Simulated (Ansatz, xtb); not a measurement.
## Ranking isomers of C3H8Mg

3 gas-phase structures of C3H8Mg, found in a search over its isomers (lower ones may exist). Each was relaxed with GFN2-xTB:

A. `C[CH](C)[MgH]`, a singlet
B. a singlet given by its coordinates
C. `C[CH2][Mg][CH3]`, a singlet

B (Å):

```yaml
atoms:
  - { symbol: C, position_ang: [1.4250, 1.9960, 0.9636] }
  - { symbol: C, position_ang: [1.3795, 1.8983, -0.5564] }
  - { symbol: C, position_ang: [0.6574, 0.6385, -1.0166] }
  - { symbol: Mg, position_ang: [-1.2607, 1.1292, -0.3214] }
  - { symbol: H, position_ang: [1.9171, 1.1194, 1.3844] }
  - { symbol: H, position_ang: [1.9728, 2.8812, 1.2834] }
  - { symbol: H, position_ang: [0.4022, 2.0558, 1.3646] }
  - { symbol: H, position_ang: [0.8603, 2.7874, -0.9515] }
  - { symbol: H, position_ang: [2.4108, 1.9228, -0.9372] }
  - { symbol: H, position_ang: [1.2003, -0.2316, -0.6416] }
  - { symbol: H, position_ang: [0.7075, 0.5906, -2.1122] }
  - { symbol: H, position_ang: [-2.2062, 2.5284, -0.2653] }
```

Close contacts (Å): C1–C2 1.52, C2–C3 1.52, C2–Mg4 2.76, C3–Mg4 2.10, C1–H5 1.09, C1–H6 1.09, C1–H7 1.10, C2–H8 1.10, C2–H9 1.10, C3–H10 1.09, C3–H11 1.10, Mg4–H12 1.69.

Question: Which do you expect lowest at r2SCAN-D4/def2-SVP//GFN2-xTB, and how would the others follow?

Answer: Calculated order at r2SCAN-D4/def2-SVP//GFN2-xTB: C (0.0), B (0.4), A (4.4) kcal/mol. Less than 1 kcal/mol parts C and B, so the order within that pair means little.

Energies above the lowest of each column, in kcal/mol; the last columns are at r2SCAN-D4/def2-SVP geometries:

```json
{"structure": "C", "GFN2-xTB": "27.6", "HF/STO-3G": "0.0", "r2SCAN-D4/def2-SVP//GFN2-xTB": "0.0", "r2SCAN-D4/def2-SVP": "0.0", "CCSD(T)/def2-SVP + ΔMP2/def2-TZVPP": "0.0"}
{"structure": "B", "GFN2-xTB": "0.0", "HF/STO-3G": "9.1", "r2SCAN-D4/def2-SVP//GFN2-xTB": "0.4", "r2SCAN-D4/def2-SVP": "4.0", "CCSD(T)/def2-SVP + ΔMP2/def2-TZVPP": "5.5"}
{"structure": "A", "GFN2-xTB": "1.4", "HF/STO-3G": "12.0", "r2SCAN-D4/def2-SVP//GFN2-xTB": "4.4", "r2SCAN-D4/def2-SVP": "7.6", "CCSD(T)/def2-SVP + ΔMP2/def2-TZVPP": "8.9"}
```

CCSD(T)/def2-SVP + ΔMP2/def2-TZVPP puts C lowest; GFN2-xTB picks B. ΔMP2 is the change of the MP2 energy from the smaller to the larger basis.

Programs: Ansatz 0.2.0, xtb 6.7.1.
